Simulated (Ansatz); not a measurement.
Geometry optimisation, RKS PBE0/cc-pVDZ in Ansatz.

Input:

```yaml
crystal:
  periodic: [false, false, false]
  atoms:
    - { symbol: Si, position_ang: [-0.773, 0.346, -0.4374] }
    - { symbol: "N", position_ang: [0.9504, -0.1007, 0.7105] }
    - { symbol: F, position_ang: [-0.2848, 0.3807, -1.9445] }
    - { symbol: F, position_ang: [-0.7244, 1.9345, -0.1496] }
    - { symbol: H, position_ang: [-2.0662, -0.0287, 0.0324] }
    - { symbol: H, position_ang: [0.5952, -1.2784, 0.1887] }
    - { symbol: F, position_ang: [-0.3485, -1.6093, -0.4864] }
    - { symbol: H, position_ang: [0.8555, 0.0191, 1.7048] }
    - { symbol: H, position_ang: [1.7959, 0.3368, 0.3815] }
basis:
  gaussian: { orbitals: cc-pVDZ }
hamiltonian:
  xc: pbe0
relax:
  f_tol: 0.15
  max_steps: 25
  restrain:
    - { distance: [0, 6], at: 1.68, k: 30.0 }
    - { distance: [5, 1], at: 1.02, k: 30.0 }
    - { distance: [0, 1], at: 3.12, k: 30.0 }
    - { distance: [5, 6], at: 2.18, k: 30.0 }
output:
  orbitals: {}
```

Launched with:

```bash
$ ansatz run input.yaml --threads 2 --pin off --max-ram 3072MiB --backend cpu --events-out ev --progress --plain --runs-dir out
```

Where does it end, and by what steps?

The run converged. The restraints hold the end off the free minimum. After 13 steps the energy has fallen by 1.248 eV (the restraints' own energy left out); F3 moved furthest, 1.53 Å. Parted: Si1–N2. Joined: N2–H6.

```csv
step,energy less start (eV),largest force component (eV/Å),accepted
0,0.0000,3.087,yes
1,0.3325,3.630,yes
2,0.3395,3.639,yes
3,0.2265,2.182,yes
4,-0.1707,1.380,yes
5,-0.5985,0.700,yes
6,-0.8740,0.815,yes
7,-0.9296,0.833,yes
8,-0.9299,0.851,yes
9,-0.9707,1.018,yes
10,-1.0424,1.042,yes
11,-1.1426,0.887,yes
12,-1.2163,0.791,yes
13,-1.2479,0.694,yes
```

```xyz
9
Properties=species:S:1:pos:R:3
Si -0.827 0.238 -0.897
N 1.203 -0.374 1.391
F -1.794 0.493 -2.174
F 0.226 1.477 -0.860
H -1.630 0.145 0.333
H 1.042 -1.107 0.701
F -0.004 -1.161 -1.214
H 0.313 -0.174 1.846
H 1.471 0.463 0.873
```

Whether the end is a true minimum wasn't checked by a vibrational analysis.

The run took 36 s on 2 threads of Arm Neoverse V1, on a shared host, peak memory 0.2 GiB.
